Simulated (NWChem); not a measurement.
Species: SiHF$_{3}$; SMILES [SiH](F)(F)F

All runs: NWChem. Pople sets run with spherical d functions. Each level has its own optimisation; frequencies are unscaled.

```
level                r F–Si (Å)  r H–Si (Å)  highest harmonic frequency (cm⁻¹)  lowest (cm⁻¹)  zero-point energy (kcal/mol)  dipole (D)
-------------------  ----------  ----------  ---------------------------------  -------------  ----------------------------  ----------
Hartree-Fock/3-21G        1.601       1.446                               2555            315                          12.4        2.45
Hartree-Fock/STO-3G       1.597       1.420                               2888            312                          12.8        1.28
Hartree-Fock/6-31G*       1.571       1.449                               2561            321                          12.3        1.57
PBE0/def2-SVP             1.599         [?]                                [?]            [?]                           [?]         [?]
```

Complete the blanks.


- PBE0/def2-SVP, r H–Si (Å): 1.466
- PBE0/def2-SVP, highest harmonic frequency (cm⁻¹): 2392
- PBE0/def2-SVP, lowest (cm⁻¹): 292
- PBE0/def2-SVP, zero-point energy (kcal/mol): 11.3
- PBE0/def2-SVP, dipole (D): 1.49
